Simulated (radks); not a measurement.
Values are calculated unless marked as measured or tabulated.
The bromine ion Br2+, [Ar] 3d10 4s2 4p3. Level of theory: non-relativistic Kohn-Sham, r2SCAN, spin-polarised, spherical densities, point nucleus; meta-GGA in the generalised Kohn-Sham scheme (a radial shooting solver on a logarithmic mesh with Libxc functionals). Every spin shell is full or empty, so the densities are truly spherical. Functionals are evaluated on that one density, not self-consistently. Rank these exchange functionals by their error against the exact value of the orbitals, and give that value: LDA, PBE, revPBE, PW91, WC, AM05, SOGGA, B86b, EV93, APBE, revTPSS, SCAN, r2SCAN, MS2, Tao-Mo.

Answer. Exact: -89.0369 hartree. From best to worst, with 100 (|E| - |E exact|)/|E exact| (equal figures are ties): r2SCAN +0.01, PW91 +0.05, EV93 +0.07, B86b +0.10, revPBE -0.19, SCAN +0.27, PBE -0.39, MS2 -0.39, APBE +0.46, Tao-Mo -0.63, revTPSS -0.77, WC -0.96, SOGGA -2.54, AM05 -5.12, LDA -5.59.
